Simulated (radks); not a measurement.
All-electron atom: Gd4+ in [Kr] 4d10 4f6 5s1 5p6 6p1 (not the ground configuration). Calculated with a radial shooting solver on a logarithmic mesh with Libxc functionals: scalar-relativistic Kohn-Sham, XLYP, spin-polarised, spherical densities, point nucleus; open shells are filled with parallel spins first (spin-orbit coupling, left out, can overturn this in heavy ions).

Local quantities along the radius. ELF = 1/(1 + alpha^2) is the electron localisation function; alpha = (tau - tau_W)/tau_unif compares the Pauli kinetic energy density with that of the uniform gas (summed over spins); -r V(r) is the screened charge that the Kohn-Sham potential of spin up presents (atomic units); s = |grad rho|/(2 (3 pi^2)^(1/3) rho^(4/3)) is the reduced gradient; 4 pi r^2 rho is in e/bohr. tau is taken from the large components.

r (bohr),ELF,alpha,-r V(r),s,4 pi r^2 rho
0.001057,0.999,0.02396,63.67,0.8220,4.523
0.001432,0.999,0.02492,63.53,0.7140,7.376
0.001925,0.999,0.02678,63.35,0.6397,11.68
0.002609,0.999,0.03012,63.09,0.5888,18.30
0.003508,0.999,0.03560,62.76,0.5603,27.51
0.004717,0.998,0.04497,62.32,0.5503,39.74
0.006393,0.996,0.06237,61.72,0.5590,54.87
0.008595,0.991,0.09552,60.95,0.5869,69.99
0.01165,0.972,0.1694,59.92,0.6363,81.80
0.01566,0.896,0.3411,58.64,0.6961,85.40
0.02105,0.645,0.7412,57.03,0.7215,80.74
0.02853,0.357,1.342,54.95,0.5916,75.48
0.03836,0.382,1.272,52.48,0.3490,82.68
0.05199,0.644,0.7434,49.46,0.2881,103.3
0.0699,0.741,0.5912,45.96,0.3970,113.4
0.09398,0.531,0.9398,41.91,0.4951,97.70
0.1274,0.344,1.380,37.26,0.3165,85.25
0.1713,0.624,0.7763,32.48,0.2331,98.24
0.2321,0.727,0.6129,27.41,0.4563,87.80
0.312,0.304,1.511,22.54,0.5888,49.46
0.4195,0.417,1.183,17.95,0.1669,44.22
0.5686,0.736,0.5982,13.65,0.3469,47.81
0.7644,0.520,0.9604,10.27,0.6205,27.93
1.036,0.326,1.438,7.886,0.5796,13.65
1.393,0.590,0.8331,6.400,0.6638,8.498
1.873,0.423,1.169,5.416,1.254,3.398
2.538,0.070,3.655,4.887,1.524,0.9188
3.412,0.351,1.359,4.723,1.518,0.4481
4.625,0.226,1.848,4.444,3.954,0.1156
6.218,0.013,8.684,4.345,13.98,0.008128

On this mesh the ELF has minima near r = 0.033, 0.13, 0.36, 1.0, 2.5 bohr, which separate the shells, and maxima near 0.070 (0.74), 0.20 (0.73), 0.57 (0.74), 1.6 (0.61), 4.0 (0.38).

Self-consistent cycle (total energy in hartree, residual of the potential): 1: -11253.61050, 1e+01; 2: -11264.50669, 7e+00; 3: -11267.52775, 7e-01; 4: -11267.49105, 8e-01; 5: -11267.57251, 7e-02; 6: -11267.57693, 4e-03; 7: -11267.57694, 4e-04; 8: -11267.57694, 3e-05; 9: -11267.57694, 1e-05; 10: -11267.57694, 5e-06; 11: -11267.57694, 3e-06; 12: -11267.57694, 1e-06; 13: -11267.57694, 2e-08; 14: -11267.57694, 1e-08.
